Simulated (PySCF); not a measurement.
Input of a run (PBE0-D3(BJ)/def2-SVP geometry optimisation, gas phase (PySCF 2.14.0)), started from GFN2-xTB:
```
{"job": {"xc": "PBE0", "basis": "def2-SVP", "d3": "d3bj", "grid": 1, "kind": "geom"}, "charge": 1, "multiplicity": 1}
C     -2.285447     1.071301     0.207242
B     -1.542726    -0.252517    -0.102473
C     -2.203252    -1.579281    -0.560175
N      0.001561    -0.286632     0.017158
C      0.569905     0.052118     1.352147
C      2.024087     0.486348     1.096205
C      2.157514     0.534706    -0.440249
C      2.723479    -0.708897    -0.929730
N      3.088416    -1.729200    -1.286924
C      0.703102     0.632333    -0.913449
H     -2.805602     1.422648    -0.686389
H     -1.686019     1.898688     0.576980
H     -3.092325     0.904932     0.922075
H     -1.743081    -1.985486    -1.462410
H     -3.270323    -1.501284    -0.745303
H     -2.073147    -2.359695     0.193225
H      0.332168    -1.228873    -0.213699
H      0.497556    -0.808008     2.016235
H     -0.010416     0.868021     1.782648
H      2.217980     1.466608     1.527331
H      2.738415    -0.213729     1.528006
H      2.770164     1.368308    -0.787297
H      0.315848     1.643201    -0.779736
H      0.560407     0.324153    -1.949579
```

Output (energies in Eh, forces in Eh/bohr):
```
step   0  E = -408.53248998  max force = 0.037289
step   1  E = -408.53557935  max force = 0.003128
step   2  E = -408.53566726  max force = 0.001024
step   3  E = -408.53571936  max force = 0.001357
step   4  E = -408.53578602  max force = 0.001951
step   5  E = -408.53593916  max force = 0.002863
step   6  E = -408.53610347  max force = 0.002116
step   7  E = -408.53623411  max force = 0.001096
step   8  E = -408.53632068  max force = 0.001333
step   9  E = -408.53638970  max force = 0.001526
step  10  E = -408.53642299  max force = 0.001026
step  11  E = -408.53644843  max force = 0.000566
step  12  E = -408.53646865  max force = 0.000560
step  13  E = -408.53648782  max force = 0.000431
step  14  E = -408.53649388  max force = 0.000347
optimisation converged
```

Summarise the run.

The energy falls by 0.109 eV over 15 energy and gradient evaluations, the largest force component goes from 0.0373 to 3.5e-04 Eh/bohr, and the atoms move by 0.383 Å rms after alignment. The bond that changes most is N4–C5 (boron-bound nitrogen to sp3 carbon bound to nitrogen), which lengthens by 0.037 Å. Bonds longer at the end by more than 0.005 Å: 18 of 24; shorter: 3. Among the angles that change most is B2–N4–C5, from 116.4° to 110.7°. Among the dihedrals that turn most is H18–C5–C6–H20, from -114° to -147°. The energy never rose by more than 1e-6 Eh on the way. The first step brought 77 % of the lowering.

What are the final bond lengths?

C1–B2 1.545 Å, B2–C3 1.544 Å, B2–N4 1.560 Å, N4–C5 1.527 Å, C5–C6 1.529 Å, C6–C7 1.536 Å, C7–C8 1.463 Å, C8≡N9 1.157 Å, C7–C10 1.528 Å, N4–C10 1.500 Å, C1–H11 1.109 Å, C1–H12 1.099 Å, C1–H13 1.102 Å, C3–H14 1.104 Å, C3–H15 1.097 Å, C3–H16 1.108 Å, N4–H17 1.025 Å, C5–H18 1.097 Å, C5–H19 1.098 Å, C6–H20 1.099 Å, C6–H21 1.098 Å, C7–H22 1.100 Å, C10–H23 1.097 Å, C10–H24 1.098 Å. Numbering counts from 1 in the input's order; the species is `N#C[C@@H]1CC[N@@H+](B(C)C)C1`.

The run used 210 basis functions and 103 SCF cycles in all.

Not checked by PBE0-D3(BJ)/def2-SVP frequencies.

One conformer stands for the species.
